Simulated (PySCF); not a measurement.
A species of formula C3H12Ge2 has this rotational fingerprint, computed with PBE0-D3(BJ)/def2-SVP geometry optimisation, gas phase (PySCF):

| Item | Value |
| --- | --- |
| Rotational constants | A = 2168, B = 1102, C = 763.4 MHz |
| Dipole components | \|μa\| = 0.22 D, \|μb\| = 0.88 D, \|μc\| = 0.33 D |
| Inertial defect | -29.79 u·Å² |
| κ | -0.52 |

Question: Which structure is it? (One computed conformer of each.)
A. Ge(GeH3)Me3 (`[CH3][Ge]([CH3])([CH3])[GeH3]`)
B. `[CH3:1][CH2:2][CH2:3][GeH2:4][GeH3:5]` with C1–C2–C3–Ge4 180°, C2–C3–Ge4–Ge5 -60°
C. `[CH3:1][CH2:2][CH:3]([GeH3:4])[GeH3:5]` with C1–C2–C3–Ge4 -176°

Answer: C. It is CC[CH]([GeH3])[GeH3], an asymmetric top, point group C1. The candidates at the same level (rigid rotor, commonest isotopes):

```csv
SMILES,A (MHz),B (MHz),C (MHz),μa (D),μb (D),μc (D),Δ (u·Å²),point group,rotor
[CH3][Ge]([CH3])([CH3])[GeH3],2831,1121,1120,1.28,0.00,0.00,-178.22,near C3v,–
CC[CH2][GeH2][GeH3],2702,893.2,704.0,0.99,0.12,0.16,-35.04,C1,asymmetric top
CC[CH]([GeH3])[GeH3],2168,1102,763.4,0.22,0.88,0.33,-29.79,C1,asymmetric top
```

`[CH3][Ge]([CH3])([CH3])[GeH3]` has C 47 % too high; `CC[CH2][GeH2][GeH3]` has A 25 % too high. No structure here is proved a minimum.
